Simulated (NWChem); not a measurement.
System: C3H5ClSi; SMILES C=C=C([SiH3])Cl

Results from NWChem. Geometry: optimised at PBE-D3(BJ)/def2-SVP. Ions are spin-unrestricted doublets at the neutral geometry; other ion states weren't tried.

Problem. Order these by “−ε(HOMO) (eV)”, lowest first: Hartree-Fock/def2-SVP; B3LYP/def2-SVP; CAM-B3LYP/def2-SVP.

Solution. B3LYP/def2-SVP (7.09), CAM-B3LYP/def2-SVP (8.62), Hartree-Fock/def2-SVP (10.06)
